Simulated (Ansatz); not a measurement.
A run on C3H3AlN2, SMILES `[CH3][Al]([C]#N)[C]#N` with other settings.

```yaml
crystal:
  periodic: [false, false, false]
  atoms:
    - {symbol: C, position_ang: [-1.005639, -0.788550, 0.841580]}
    - {symbol: Al, position_ang: [0.275468, 0.180727, -0.212288]}
    - {symbol: C, position_ang: [2.003902, -0.514704, -0.701182]}
    - {symbol: N, position_ang: [3.029152, -0.969374, -0.971443]}
    - {symbol: C, position_ang: [-0.067080, 1.954798, -0.880722]}
    - {symbol: N, position_ang: [-0.312642, 3.015809, -1.261298]}
    - {symbol: H, position_ang: [-0.635443, -1.770883, 1.140368]}
    - {symbol: H, position_ang: [-1.936388, -0.926786, 0.282781]}
    - {symbol: H, position_ang: [-1.262929, -0.227335, 1.745102]}
basis:
  gaussian: {orbitals: def2-TZVPD}
hamiltonian: {xc: {name: SVWN5}}
scf: {lower_state_search: full}
```

```sh
$ ansatz run in.yaml --threads 4 --pin off --events-out ev --progress --plain --max-ram 10444MiB
```

It prints (some lines left out):

```
Functional definition: SVWN5
1297 factors; their error is unknown
mean field evaluation 1: about -12637.3961 eV, gradient 9.5e1 eV
mean field evaluation 2: about -12580.8103 eV, gradient 1.7e2 eV
mean field evaluation 4: about -12656.9154 eV, gradient 1.3e1 eV
mean field evaluation 8: about -12657.3074 eV, gradient 3.0e-1 eV
mean field evaluation 16: about -12657.2855 eV, gradient 1.2e-3 eV
mean field -12657.28549805 eV, -465.1466626372 hartree, gradient 2.1e-5 eV, S^2 0.000000; 0 other end points of the search recorded, 0 dependent functions left out
reference -12657.28555700 eV, -465.1466648036 hartree; 24, 24 occupied and 231, 231 virtual orbitals, 1297 factors
Total energy: -12657.28555700 eV, -465.1466648036 hartree
```

It took 1 s on 4 threads of an Intel Xeon Platinum 8488C on a shared host, with 0.45 GiB of host memory at the peak.
